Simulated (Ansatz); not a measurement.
F$_{2}$H$_{2}$Se$_{2}$Si, SMILES `F[Si](F)([SeH])[SeH]`, relaxed with RKS PBE-D4/def2-SVP in Ansatz from a rough embedded geometry. The force threshold is 0.03 eV/Å; the program also tests the step.

Total charge 0; spin multiplicity 1.

Start:

```xyz
7

F     1.071    1.813   -0.560
Si    0.470    0.395    0.224
F     1.344    0.143    1.649
Se   -1.682    0.618    0.699
Se    0.744   -1.416   -1.154
H    -2.100    0.770   -0.746
H     0.153   -2.323   -0.113
```

| step | energy (eV) | largest force (eV/Å) | largest move (Å) |
| --- | --- | --- | --- |
| 1 | -143996.3807 | 2.234 | 0.000 |
| 2 | -143996.5808 | 1.303 | 0.195 |
| 3 | -143996.6664 | 0.946 | 0.126 |
| 4 | -143996.7226 | 0.049 | 0.068 |
| 5 | -143996.7243 | 0.033 | 0.027 |
| 6 | -143996.7245 | 0.018 | 0.004 |

End:

```xyz
7

F     1.150    1.641   -0.575
Si    0.479    0.386    0.217
F     1.239    0.282    1.654
Se   -1.693    0.731    0.779
Se    0.885   -1.385   -1.144
H    -2.108    0.610   -0.643
H     0.048   -2.266   -0.288
```

Run time 7 s (4 threads of an Intel Xeon Platinum 8175M on a shared host); peak host memory 0.21 GiB.
